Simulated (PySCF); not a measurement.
Si(I)3(OH) (HI3OSi), SMILES I[Si](O)(I)I. Atoms are numbered in the order given.

```xyz
6

O      0.1377    -2.2706     0.0000
Si     0.0278    -0.6094     0.0000
I     -1.1755     0.1827    -2.0039
I      2.3364     0.1900     0.0000
I     -1.1755     0.1827     2.0039
H     -0.7211    -2.7357     0.0000
```
Charge 0, spin multiplicity 1.

Geometry: PBE-D3(BJ)/def2-SVP. The def2 effective core potentials stand for the cores of I; spin–orbit coupling is left out. The values are those of a single conformer.

The numbers are results of ωB97X/def2-TZVP (PySCF), not measurements.

ESP charges are fitted to the potential on shells at 1.4 to 2.0 van der Waals radii. Atomic charges (e):

```json
[
 {"atom": "O1", "ESP fit": "-0.38", "Mulliken": "[?]", "Löwdin": "-0.12"},
 {"atom": "Si2", "ESP fit": "-0.21", "Mulliken": "[?]", "Löwdin": "-0.67"},
 {"atom": "I3", "ESP fit": "0.04", "Mulliken": "[?]", "Löwdin": "0.18"},
 {"atom": "I4", "ESP fit": "0.10", "Mulliken": "[?]", "Löwdin": "0.23"},
 {"atom": "I5", "ESP fit": "0.04", "Mulliken": "[?]", "Löwdin": "0.18"},
 {"atom": "H6", "ESP fit": "0.42", "Mulliken": "[?]", "Löwdin": "0.19"}
]
```

Question: Fill in the missing entries. (Estimate from the structure and the level; the computed values follow.)

Answer: 
- O1, Mulliken: -0.49
- Si2, Mulliken: 0.33
- I3, Mulliken: -0.07
- I4, Mulliken: -0.04
- I5, Mulliken: -0.07
- H6, Mulliken: 0.34

Question: Give the Mayer and Wiberg (Löwdin basis) orders of the bonds. (An estimate is asked for; the answer gives what the named calculation found.)

Answer: 
```
bond    Mayer  Wiberg
------  -----  ------
O1–Si2   1.27    1.69
Si2–I3   1.18    1.62
Si2–I4   1.22    1.66
Si2–I5   1.18    1.62
O1–H6    0.86    1.00
```
